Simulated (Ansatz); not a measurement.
Cost and result for the atomization energy of C₃H₃Cl₂F₃, SMILES `FC(F)(F)CC(Cl)Cl` (11 atoms, 10 bonds).

Z-matrix (Å, degrees):
```
C
F 1 1.342
F 1 1.332 2 107.4
F 1 1.339 2 107.4 3 115.1
C 1 1.513 2 111.3 3 -124.9
C 5 1.514 1 114.7 2 49.5
H 5 1.092 1 106.3 2 -69.8
H 5 1.091 1 108.7 2 173.8
Cl 6 1.775 5 108.9 1 -167.5
Cl 6 1.768 5 112.5 1 69.9
H 6 1.087 5 111.7 1 -50.1
```

Charge 0, multiplicity 1. Geometry: relaxed with PBE0-D4/def2-TZVP. It is one conformer, not always the lowest. Program: Ansatz. All runs use 2 threads of an AMD EPYC 7R13 on a shared host and a share of an NVIDIA H100 80 GB. Times are those of one run each, without the atoms' runs, and a repeat can differ threefold. Electronic energies, without spin–orbit coupling; frozen cores. CCSD(T)/CBS adds CCSD(T) − MP2 in def2-TZVPP to the MP2 limit, and its time is that of the two runs behind it. T1 = 0.011. B3LYP takes the VWN-RPA correlation (the form of Gaussian; ORCA's B3LYP/G). HSE06 is the plane-wave form, built on full-range PBE exchange.

CCSD(T)/CBS is a level of theory with its own doubt, some kJ/mol a heavy atom from the limit and from the frozen cores, so smaller differences don't rank the functionals.

| level | functions | wall time | atomization (kcal/mol) | difference from CCSD(T)/CBS | per bond |
| --- | --- | --- | --- | --- | --- |
| B3LYP-D4/def2-TZVPP (with forces) | 312 | 5 s | 997.0 | -8.8 | -0.9 |
| BLYP-D4/def2-TZVPP | 312 | 5.5 s | 1003.2 | -2.6 | -0.3 |
| r2SCANh-D4/def2-TZVPP | 312 | 7 s | 1004.5 | -1.3 | -0.1 |
| CCSD(T)/def2-SVP | 135 | 7 s | 955.4 | -50.4 | -5.0 |
| PBE0-D4/def2-TZVPP | 312 | 7.5 s | 1018.2 | 12.4 | 1.2 |
| ωB97M-V/def2-TZVPP (with forces) | 312 | 7.5 s | 1012.5 | 6.7 | 0.7 |
| BHLYP-D4/def2-TZVPP | 312 | 8 s | 953.5 | -52.3 | -5.2 |
| CAM-B3LYP-D4/def2-TZVPP | 312 | 8 s | 1007.8 | 2.0 | 0.2 |
| PBE-QIDH/def2-TZVPP | 312 | 8 s | 1006.4 | 0.6 | 0.1 |
| HSE06-D4/def2-TZVPP | 312 | 8.5 s | 1019.2 | 13.4 | 1.3 |
| MP2/def2-QZVPP | 572 | 11 s | 1034.1 | 28.3 | 2.8 |
| CCSD(T)/def2-TZVPP | 312 | 13 s | 977.0 | -28.8 | -2.9 |
| CCSD(T)/CBS(def2) | – | 24 s | 1005.8 | 0.0 | 0.0 |

In def2-TZVPP, CCSD(T) changes the Hartree–Fock value by +278.1 kcal/mol (the triples alone add +22.1 kcal/mol) and MP2 by +318.4 kcal/mol; breaking electron pairs costs correlation energy, which Hartree–Fock lacks. From r2SCAN to r2SCAN0 (25 % exact exchange), in def2-TZVPP and without D4, the atomization energy moves by −26.0 kcal/mol: exact exchange takes away binding that semilocal exchange gives to molecules. The D4 term adds +11.3 kcal/mol with B3LYP and +5.9 kcal/mol with PBE0; it sums over pairs of atoms, weighted by their polarisabilities, and B3LYP, whose exchange is more repulsive, gets the larger term.
